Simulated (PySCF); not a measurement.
**Magnetisability: `C=CCC(C)(C)O`, C₆H₁₂O**

Geometry:
```tsv
atom	x (Å)	y (Å)	z (Å)
C1	2.734	0.302	-0.667
C2	1.641	-0.435	-0.695
C3	0.696	-0.589	0.452
C4	-0.750	-0.220	0.070
C5	-0.814	1.213	-0.470
C6	-1.662	-0.357	1.297
O7	-1.149	-1.143	-0.931
H8	3.022	0.858	0.211
H9	3.395	0.379	-1.514
H10	1.362	-0.985	-1.583
H11	1.014	0.030	1.292
H12	0.694	-1.636	0.766
H13	-1.843	1.492	-0.693
H14	-0.225	1.290	-1.381
H15	-0.416	1.910	0.262
H16	-1.340	0.315	2.088
H17	-1.635	-1.378	1.669
H18	-2.690	-0.113	1.033
H19	-2.043	-0.921	-1.212
```

Computed, not measured: PySCF, GIAO BHandHLYP/pcSseg-1 magnetisability, rotational g tensor and spin-rotation constants, non-relativistic, gas phase. Geometry: GFN2-xTB.

(1) What are the magnetisability and the molar susceptibility?

(2) Split it along the inertial axes a, b, c into diamagnetic and paramagnetic parts about the centre of mass, with the quadrupole moment.

(3) And the rotational g tensor?

Answers

(1) Isotropic -1245 × 10⁻³⁰ J/T², or -75.0 × 10⁻⁶ cm³/mol; principal values -1315, -1221, -1200 × 10⁻³⁰ J/T², anisotropy 106 × 10⁻³⁰ J/T² (root of half the summed squared differences of the principal values). The susceptibility is in cgs units.

(2) 
```tsv
axis	χ (10⁻⁶ cm³/mol)	diamagnetic (10⁻⁶ cm³/mol)	paramagnetic (10⁻⁶ cm³/mol)	summed x² of all electrons (Å²)	quadrupole Θ (D Å)
a	-73.8	-393.6	319.8	158.7	+3.02
b	-75.6	-869.4	793.8	46.6	-3.63
c	-75.7	-871.0	795.3	46.2	+0.61
```
Anisotropies 2χaa − χbb − χcc = +3.7 and 2χbb − χaa − χcc = -1.7 × 10⁻⁶ cm³/mol. Θ is traceless in Buckingham's convention.

(3) 
| axis | rotational constant (GHz) | g | nuclear part | electronic part |
| --- | --- | --- | --- | --- |
| a | 4.3945 | -0.0156 | 0.6446 | -0.6602 |
| b | 1.6336 | -0.0014 | 0.6078 | -0.6092 |
| c | 1.6191 | -0.0032 | 0.6017 | -0.6049 |

Asymmetric top; isotopes 12C, 1H, 16O; no vibrational averaging.
